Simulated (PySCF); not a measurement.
**A search over the determinants of InN**

Unrestricted PBE0; In aug-cc-pVDZ-PP with ECP28, N aug-cc-pVDZ; scalar-relativistic core potentials (PySCF 2.14). Outer shells of the fragments: In 4d10 5s2 5p1; N 2s2 2p3.

Followed along the bond (rough minima from three points):

| 2Ms+1 | unpaired | ⟨S²⟩ at the start | R at minimum (Å) | Te (eV) |
| --- | --- | --- | --- | --- |
| 3 | π ↑↑ | 2.01 | 2.24 | 0.00 |
| 3 | σ ↑, π ↑ | 2.04 | 2.10 | 0.28 |
| 1 | π ↑↓ | 1.00 | 2.24 | 0.55 |
| 1 | σ ↓, π ↑ | 1.01 | 2.08 | 0.71 |
| 5 | σ ↑, π ↑↑↑ | 6.01 | none in the scan | ≤ 1.94 |

Solutions found at the starting distance of 2.045 Å, counted from the lowest of them; the search is not exhaustive and high or unbound solutions are not listed, so other states can lie among these:

```tsv
2Ms+1	unpaired	term	E (eV)	⟨S²⟩	⟨Lz²⟩	μ (D)
3	π ↑↑	³Σ⁻	0.00	2.01	0.00	-1.72
3	σ ↑, π ↑	³Π	0.08	2.04	1.01	-3.35
1	σ ↓, π ↑	mixed	0.50	1.01	1.03	-3.64
1	π ↑↓	mixed	0.54	1.00	2.01	-1.72
1	none	¹Σ⁺	1.84	0.00	0.00	-5.33
1	none	mixed	2.09	0.00	2.00	-1.63
```

A term symbol is given only where ⟨S²⟩ and ⟨Lz²⟩ are close to those of a pure state; real π, δ and φ orbitals otherwise mix terms. A positive dipole means In(−)N(+).

Question: Compare the gap between the two lowest followed solutions at the starting distance with the gap between their minima.

Answer: At PBE0 the second solution (triplet, unpaired electrons σ ↑, π ↑) lies +0.08 eV from the first (triplet, unpaired electrons π ↑↑) at 2.045 Å and +0.28 eV at the minima; the two curves relax by different amounts, since their minima lie near 2.10 and 2.24 Å.

Spin–orbit coupling is left out.
